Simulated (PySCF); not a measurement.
3-chloro-1H-silole (C₄H₅ClSi), SMILES C1C(=C[SiH2]C=1)Cl. Atoms are numbered in the order given.

```xyz
11

Cl     0.1193    -2.3493     0.0000
C      0.0597    -0.6045     0.0000
C      1.1454     0.1959     0.0000
Si     0.4874     1.9538     0.0000
C     -1.3053     1.3765     0.0000
C     -1.2883     0.0275     0.0000
H      2.1626    -0.1952     0.0000
H      0.8641     2.7389    -1.2110
H      0.8641     2.7389     1.2110
H     -2.2368     1.9458     0.0000
H     -2.1734    -0.6154     0.0000
```
Charge 0, spin multiplicity 1.

Geometry optimised at B3LYP-D3(BJ)/def2-SVP.

Two levels are set side by side: PBE/pcSseg-1 (PySCF) and B3LYP/pcSseg-1 (PySCF). GIAO shifts against HCl (³⁵Cl), TMS (²⁹Si), TMS (¹H), TMS (¹³C) at the same level; non-relativistic, no solvent, atoms listed together averaged. Without spin–orbit terms, shifts of atoms bonded to Cl or Br come out too high at both levels. Differences are taken from unrounded values.

```
quantity               B3LYP
---------------------  -----
δ(³⁵Cl) of Cl1 (ppm)   298.8
δ(¹³C) of C2 (ppm)     165.7
δ(¹³C) of C3 (ppm)     126.3
δ(²⁹Si) of Si4 (ppm)   -41.3
δ(¹³C) of C5 (ppm)     138.2
δ(¹³C) of C6 (ppm)     163.6
δ(¹H) of H7 (ppm)       6.17
δ(¹H) of H8, H9 (ppm)   4.88
δ(¹H) of H10 (ppm)      6.59
δ(¹H) of H11 (ppm)      7.09
```

What does PBE give, and how far is it from B3LYP? (The exact figures need the calculation; the answer reports its results.)


| quantity | PBE | PBE minus B3LYP |
|---|---|---|
| δ(³⁵Cl) of Cl1 (ppm) | 326.8 | 28.0 |
| δ(¹³C) of C2 (ppm) | 162.0 | -3.7 |
| δ(¹³C) of C3 (ppm) | 122.9 | -3.4 |
| δ(²⁹Si) of Si4 (ppm) | -41.2 | 0.1 |
| δ(¹³C) of C5 (ppm) | 135.7 | -2.5 |
| δ(¹³C) of C6 (ppm) | 161.5 | -2.1 |
| δ(¹H) of H7 (ppm) | 6.18 | 0.01 |
| δ(¹H) of H8, H9 (ppm) | 5.11 | 0.23 |
| δ(¹H) of H10 (ppm) | 6.67 | 0.08 |
| δ(¹H) of H11 (ppm) | 7.17 | 0.08 |

Rough cost on one machine, each run with all the roots and properties that it gave: B3LYP against PBE within a factor of 2.
